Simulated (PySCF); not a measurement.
## UHF on Nb⁺ (niobium, charge +1)

Configuration: [Kr] 4d4, high-spin 5D determinant. Computed with PySCF 2.14 in aug-cc-pVDZ-PP with ECP28MDF (5s5p4d2f, 54 functions), with a scalar-relativistic core potential.

```json
{
 "Total energy": "-55.927002 hartree",
 "One-electron energy": "-93.0013 hartree",
 "Hartree (Coulomb) energy": "43.3665 hartree",
 "Exchange energy": "-6.2922 hartree",
 "⟨S²⟩": "6.0032",
 "⟨L²⟩": "6.050",
 "Sum of ⟨r⟩": "18.43 bohr",
 "Sum of ⟨r²⟩": "34.53 bohr²",
 "Traceless quadrupole moment −½Σ⟨3z² − r²⟩ along its main axis": "-1.80 e·bohr²",
 "Time after the integrals": "0.29 s of wall time on 1 thread of Intel(R) Xeon(R) Platinum 8559C (shared host)"
}
```

| shell | electrons | mean orbital energy (hartree) | spread (hartree) | rms radius, mean of both spins (bohr) |
| --- | --- | --- | --- | --- |
| 4s α | 1 | -2.97245 | 0 | 1.25 |
| 4s β | 1 | -2.80412 | 0 | 1.25 |
| 4p α | 3 | -1.93820 | 0.02564 | 1.41 |
| 4p β | 3 | -1.70781 | 0.04742 | 1.41 |
| 4d α | 4 | -0.53452 | 0.04130 | 2.20 |

Energies and moments cover only the electrons outside the core potential.
